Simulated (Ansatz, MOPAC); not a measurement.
System: Au$_{2}$ (charge 0, singlet). SMILES: [Au][Au]

Atoms: Au1, Au2. Bonds: Au1-Au2.

Bond lengths (Å) and angles (degrees) optimised at PM6 with MOPAC; PM7 with MOPAC; PBE/LANL2DZ with Ansatz (a first-principles code); B3LYP/LANL2DZ with Ansatz, each started from the B3LYP-D3(BJ)/def2-TZVP structure (Ansatz) of the last column. A row stands for all coordinates that are equal there.

```csv
coordinate,PM6,PM7,PBE/LANL2DZ,B3LYP/LANL2DZ,B3LYP-D3(BJ)/def2-TZVP
Au1-Au2,2.238,2.819,2.551,2.573,2.554
```

Mean signed difference of all 1 bond lengths from B3LYP-D3(BJ)/def2-TZVP: PM6 -0.315 Å, PM7 0.265 Å, PBE/LANL2DZ -0.002 Å, B3LYP/LANL2DZ 0.020 Å.
